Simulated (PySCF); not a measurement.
**Tm²⁺ (thulium, charge +2) across methods**

[Xe] 4f12 5d1, one real determinant (an excited configuration). Calculation: PySCF 2.14, in x2c-TZVPPall (11s7p7d4f2g, 113 functions); scalar relativity by spin-free X2C-1e.

```csv
method,E (hartree),mean ε 4f α (eV),mean ε 4f β (eV),mean ε 5d α (eV),Σ⟨r²⟩ (bohr²),⟨S²⟩
LDA,-13557.16,-25.181,-23.475,-15.843,39.81,3.750
UHF,-13561.66930,-37.302,-34.658,-19.659,39.55,3.752
PBE,-13566.35,-24.816,-23.217,-15.838,39.83,3.750
```

**Question.** Estimate the same row for PBE0.

**Answer.** E (hartree) = -13566.16; mean ε 4f α (eV) = -28.114; mean ε 4f β (eV) = -26.271; mean ε 5d α (eV) = -16.962; Σ⟨r²⟩ (bohr²) = 39.61; ⟨S²⟩ = 3.751.

⟨L²⟩ = 30.00 against 56 for a pure K term, so this real determinant mixes terms. Spin-orbit coupling, absent here, splits the open shell strongly.
